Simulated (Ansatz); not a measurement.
The same path of BGaH4 (6 atoms, charge 0, multiplicity 1) was run twice with different band settings. Lost on the way: Ga2–H6. Made: B1–H6.

Theory: RKS BHLYP/def2-SVP in Ansatz.

Relaxed end points:

```xyz
6
Properties=species:S:1:pos:R:3
B 0.052 -1.115 0.028
Ga -0.034 0.963 -0.040
H -0.701 -1.763 0.702
H 0.859 -1.741 -0.604
H -0.928 1.729 -1.082
H 0.793 1.863 0.949
```

```xyz
6
Properties=species:S:1:pos:R:3
B 0.389 -0.592 0.423
Ga -0.549 0.875 -0.672
H -0.558 -1.194 0.892
H 1.026 -1.202 -0.410
H -1.311 2.007 -1.503
H 1.045 0.041 1.223
```

Common settings: spring 5.0 eV/Å²; optimiser quadratic models (default); start path through a guess of the saddle point; force threshold 0.05 eV/Å; iteration limit 60; end points relaxed.

| run | movable images | climbing image |
| --- | --- | --- |
| 1 | 5 | yes |
| 2 | 1 | no |

Task: What does each run give, and how far can it be trusted?

Result: Run 1: converged after 18 iterations, highest image 0.430 eV above the first end. A vibrational analysis at the climbing image gives one clearly imaginary mode, 528i cm⁻¹: a first-order saddle point.
Run 2: converged after 12 iterations, highest image 0.430 eV above the first end. No image climbed, so the highest image needn't sit at the top of the path. So few images can step over the top or miss a turn of the path.
The orbitals stay closed-shell, which can raise the energy where a bond breaks towards radicals; this wasn't checked here.
